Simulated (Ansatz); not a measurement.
A made-up structure of AlBH₃Se (charge -1), closed shell:

| atom | x (Å) | y (Å) | z (Å) |
| --- | --- | --- | --- |
| B1 | -0.4167 | 0.0107 | -0.6642 |
| Al2 | 0.2492 | 0.4837 | 0.8028 |
| Se3 | 0.9313 | -1.6675 | 0.1210 |
| H4 | -1.5846 | -0.3703 | -0.5570 |
| H5 | 0.1505 | 0.5212 | -1.6326 |
| H6 | 0.6704 | 1.0221 | 1.9300 |

It is relaxed with PBE-D4/def2-SVPD and then PBE0-D4/def2-TZVPD (Ansatz 0.2.0). Atoms count as bonded within 1.22 times the sum of their covalent radii (H–H: 0.88 Å). The end point is not checked to be a true minimum.

Question: Does its bonding change? (Judge from chemistry; the calculation decides.)

Answer: The calculation gives: No: no bond forms or breaks.

Where it ends: The first stage lowers the energy by 2.46 eV in 7 steps. It ends as AlBH₃Se ([BH2]1[AlH][Se]1), total charge -1:
```
6
angstrom
B -0.4805 -0.0503 -0.8173
Al 0.3475 0.5226 0.9943
Se 0.8697 -1.5393 0.1275
H -1.6225 -0.4420 -0.8485
H -0.0156 0.3834 -1.8441
H 0.9014 1.1256 2.3882
```

Labels in which every atom is bracketed show which atoms are joined, not bond orders.

For scale, one of the runs: PBE0-D4/def2-TZVPD relaxation, 164 basis functions, launched by `ansatz run in.yaml --threads 2 --pin off --events-out ev --progress --plain --max-ram 4352MiB`. Hardware: 2 CPU threads of an Arm Neoverse V2, shared host. Wall time about 31 s.
